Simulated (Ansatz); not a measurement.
Cost and result for the atomization energy of C₂H₆OSSi (`C=C(S)O[SiH3]`) (11 atoms, 10 bonds).

Cartesian coordinates in Å:
```
C -1.312 -0.177 1.653
C -0.310 -0.245 0.784
S 1.373 -0.239 1.335
O -0.520 -0.255 -0.549
Si 0.432 0.483 -1.699
H -1.123 -0.248 2.714
H -2.328 -0.058 1.300
H 1.766 -1.316 0.630
H 1.696 -0.260 -1.923
H -0.399 0.428 -2.923
H 0.725 1.888 -1.323
```

The species carries charge 0 and has multiplicity 1. The geometry is a stationary point of PBE0-D4/def2-TZVP. It is one conformer, not always the lowest. Program: Ansatz. All runs use 4 threads of an Arm Neoverse V1 on a shared host. Times are those of one run each, without the atoms' runs, and a repeat can differ threefold. Electronic energies, without spin–orbit coupling; frozen cores. CCSD(T)/CBS adds CCSD(T) − MP2 in def2-TZVPP to the MP2 limit, and its time is that of the two runs behind it. T1 = 0.013. B3LYP takes the VWN-RPA correlation (the form of Gaussian; ORCA's B3LYP/G). HSE06 is the plane-wave form, built on full-range PBE exchange.

CCSD(T)/CBS is a level of theory with its own doubt, some kJ/mol a heavy atom from the limit and from the frozen cores, so smaller differences don't rank the functionals.

| level | functions | wall time | atomization (kcal/mol) | difference from CCSD(T)/CBS | per bond |
| --- | --- | --- | --- | --- | --- |
| LDA (SPW92)/def2-TZVPP | 261 | 1.7 s | 1100.8 | 143.4 | 14.3 |
| BLYP-D4/def2-TZVPP | 261 | 2.6 s | 956.4 | -1.0 | -0.1 |
| PBE-D4/def2-TZVPP (with forces) | 261 | 3.3 s | 975.2 | 17.8 | 1.8 |
| HSE06-D4/def2-TZVPP | 261 | 4.5 s | 957.3 | -0.1 | 0.0 |
| CCSD(T)/def2-SVP | 108 | 6 s | 898.1 | -59.3 | -5.9 |
| B3LYP-D4/def2-TZVPP (with forces) | 261 | 6.5 s | 956.5 | -0.9 | -0.1 |
| r2SCANh-D4/def2-TZVPP | 261 | 7.5 s | 953.6 | -3.8 | -0.4 |
| PBE-QIDH/def2-TZVPP | 261 | 7.5 s | 948.5 | -8.9 | -0.9 |
| B97M-V/def2-TZVPP | 261 | 12 s | 961.4 | 4.0 | 0.4 |
| ωB97M-V/def2-TZVPP (with forces) | 261 | 15 s | 961.2 | 3.8 | 0.4 |
| MP2/def2-QZVPP | 491 | 30 s | 962.0 | 4.6 | 0.5 |
| CCSD(T)/def2-TZVPP | 261 | 3.2 min | 930.5 | -26.9 | -2.7 |
| CCSD(T)/CBS(def2) | – | 3.7 min | 957.4 | 0.0 | 0.0 |

At CCSD(T), def2-SVP lies −59.3 kcal/mol from the extrapolated value and def2-TZVPP −26.9 kcal/mol: correlation converges slowly with the basis, and small sets miss more of it in the bonded molecule than in its fragments. From r2SCAN to r2SCAN0 (25 % exact exchange), in def2-TZVPP and without D4, the atomization energy moves by −17.0 kcal/mol: exact exchange takes away binding that semilocal exchange gives to molecules. The D4 term adds +10.4 kcal/mol with B3LYP and +5.4 kcal/mol with PBE0; it sums over pairs of atoms, weighted by their polarisabilities, and B3LYP, whose exchange is more repulsive, gets the larger term.
